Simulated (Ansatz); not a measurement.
`[CH3][Ge][Cl]` + `CNC` → `C[N](C)[Ge][Cl]` + CH₄ at 400 K and 1 bar (ligand exchange at a Ge–C bond).

Program: Ansatz. Geometries: PBE0-D4/def2-TZVP. ΔE: electronic, gas phase. CCSD(T)/CBS is the MP2 limit (def2-TZVPP, def2-QZVPP) plus CCSD(T) − MP2 in def2-TZVPP, frozen cores. This one scheme is used for every species. For Ge outer-core shells are correlated without core-valence functions, which leaves a few kJ/mol of doubt a bond. Scalar relativity is left out up to krypton. One conformer a species, not always the lowest.

```json
{"species": "`[CH3][Ge][Cl]`", "CCSD(T)/CBS energy (Eh)": "-2575.77362", "H − E (kJ/mol)": "118.3", "S (J/(mol·K))": "331.9"}
{"species": "`CNC`", "CCSD(T)/CBS energy (Eh)": "-135.00321", "H − E (kJ/mol)": "264.6", "S (J/(mol·K))": "293.2"}
{"species": "`C[N](C)[Ge][Cl]`", "CCSD(T)/CBS energy (Eh)": "-2670.35761", "H − E (kJ/mol)": "252.2", "S (J/(mol·K))": "389.1"}
{"species": "CH₄", "CCSD(T)/CBS energy (Eh)": "-40.46206", "H − E (kJ/mol)": "131.3", "S (J/(mol·K))": "197.2"}
```

H − E and S are ideal-gas, rigid-rotor, harmonic terms from PBE0-D4/def2-TZVP, for one conformer and one mirror image of each species. 1 Eh = 2625.50 kJ/mol, R = 8.31446 J/(mol·K).

By hand: ΔE, ΔH, ΔS and ΔG.

ΔE = (-2670.35761) + (-40.46206) − (-2575.77362) − (-135.00321) = -0.04284 Eh = -112.5 kJ/mol. Δ(H − E) = 252.2 + 131.3 − 118.3 − 264.6 = 0.6, so ΔH = -111.9 kJ/mol. ΔS = 389.1 + 197.2 − 331.9 − 293.2 = -38.8 J/(mol·K). ΔG = -111.9 − 400 × (-38.8)/1000 = -96.4 kJ/mol.

By hand: the equilibrium constant, and the temperature at which ΔG would vanish if ΔH and ΔS stayed fixed.

log₁₀ K = −ΔG/(RT ln 10) = 12.6. ΔG = 0 at ΔH/ΔS = 2884 K, far beyond where these terms or the molecules hold.

ΔH outweighs TΔS. A doubt of 5 kJ/mol in ΔE shifts log₁₀ K by 0.7 here. Other conformers and mirror images would add mixing entropy, several J/(mol·K) or more a flexible species. These are equilibria of isolated gas molecules and say nothing of rates. Largest T1 diagnostic: 0.014 (customary marks: 0.02 for closed shells, 0.045 for open ones).
